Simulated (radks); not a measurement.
The numbers below are computed, except where a source is named.
Numerical settings for the krypton ion Kr2+, [Ar] 3d10 4s2 4p4. Code: a radial shooting solver on a logarithmic mesh with Libxc functionals. Model: scalar-relativistic Kohn-Sham, PBE, spin-polarised, spherical densities, point nucleus; open shells are filled with parallel spins first. The defaults (mesh step 0.008 in ln r, mesh end at 40 bohr or more with all orbitals vanishing there, Anderson mixing 0.5 over 9 steps, residual threshold near 1e-9 with the energy settled to 1e-9 hartree or 1e-11 of itself, here a cap of 99 iterations) give E = -2788.8523 hartree and 4p at -29.800 eV in 14 iterations. Run on one thread of a shared host, so times are rough (Intel(R) Xeon(R) Platinum 8559C): 0.17 s of CPU time, 0.17 s wall, 14 iterations on 2486 mesh points. Changes against that run (0 stands for a change within the tolerance of the run):

setting	iterations	converged	E (mhartree)	e(4p) (meV)	CPU (s)
mesh step in ln r 0.003	14	yes	0	0	0.45
mesh step in ln r 0.012	14	yes	0	0	0.15
mesh step in ln r 0.12	2	no	diverged	-	0.03
mesh end (bohr) 5	14	yes	+4.73	+148	0.16
mesh end (bohr) 12	14	yes	0	0	0.18
residual threshold 1e-05	10	yes	0	+0.011	0.14
residual threshold 0.001	10	yes	0	+0.011	0.14
mixing 0.2	16	yes	0	0	0.19
linear mixing, mixing 0.05	99	no	+0.153	-44.9	1.1
linear mixing, mixing 0.8	43	yes	0	0	0.48
mixing history 3	17	yes	0	0	0.19
iteration cap 2	2	no	+1.41e+03	-1.94e+04	0.04

Settings that end as converged yet miss the energy by more than 1 mhartree: mesh end (bohr) 5 (+0.00473 hartree). A mesh that ends early acts as a hard wall.
